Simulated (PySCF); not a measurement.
The numbers are results of PBE-D3(BJ)/def2-TZVP // PBE0-D3(BJ)/def2-TZVP (PySCF), not measurements. Gas-phase values, no solvent. One relaxed conformer stands for a flexible species; it need not be the lowest. Excitations are Tamm–Dancoff values on a coarser integration grid. The basis has no diffuse functions, so Rydberg states are missing or too high.

Reference species (SMILES): `S(SS)SC` (neutral, multiplicity 1).

The S1 excitation (TDA) comes out as 3.84 eV and the S1–T1 gap (TDA) comes out as 0.50 eV. The T1 excitation (TDA) comes out as 3.34 eV and the HOMO is -5.74 eV.

Changed species: `SSC(S)S`.

Question: What does the change do to the S1 excitation (TDA), S1–T1 gap (TDA), T1 excitation (TDA) and HOMO?

Answer: the S1 excitation (TDA) decreases by 0.25 eV, to 3.59 eV; the S1–T1 gap (TDA) falls by 0.23 eV, to 0.27 eV; the T1 excitation (TDA) falls by 0.02 eV, to 3.32 eV; the HOMO increases by 0.29 eV, to -5.45 eV.
